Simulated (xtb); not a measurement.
BaCl, SMILES [Cl][Ba+], charge +1. All values are semi-empirical tight-binding results from xtb (GFN2-xTB unless named), good for trends rather than for accurate numbers. The structure is a stationary point at GFN2-xTB. The spin state was assumed, not searched.

Optimised geometry:

```xyz
2

Ba     0.0000     0.0000    -0.6163
Cl     0.0000     0.0000     2.0302
```
Charge +1, spin multiplicity 1.

For metal compounds this method's bond lengths and energies can be far off.

```yaml
point_group_as_xtb_finds_it: C∞v
orbital_gap: 1.26 eV
```

Give the atomic charges and the Wiberg bond orders between heavy atoms. (An estimate is asked for; the answer gives what the named calculation found.)

charges (e) Ba1 0.83, Cl2 0.17. Bond orders Ba1–Cl2 1.61.
